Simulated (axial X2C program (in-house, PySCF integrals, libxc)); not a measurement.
**Which molecule has these constants?**

Computed with an axial X2C code built on PySCF integrals, spin-free (one-electron X2C) or two-component (2c: spin–orbit coupling with atomic mean-field Coulomb and Gaunt terms, which also bring small scalar terms), in Dyall basis sets with cores contracted in-house; open shells are unrestricted.

A two-component PBE0 calculation in a Dyall 3-zeta basis gave Re = 2.322 Å, ωe = 293.1 cm⁻¹, dipole magnitude 1.56 D, Ω = 1/2.

Question: Which molecule is it?
A. SnBr
B. SiBr
C. GeBr

Answer: C. The others have SnBr 2.518 Å and 242.3 cm⁻¹ (Ω = 1/2); SiBr 2.233 Å and 421.5 cm⁻¹ (Ω = 1/2).

Each entry is the lowest single determinant of a limited PBE0 search at one distance. De goes to single-determinant-based atoms at the same level (for ions the charge split of lowest energy) and is withheld (n/a) where an atom does not fit its ground term or J level. Main or longest-lived isotopes. Some light 2c atoms are not at their ground J level, so De misses part of their lowering (0.04 eV or less). The functionals have no current term, which raises determinants with orbital currents.
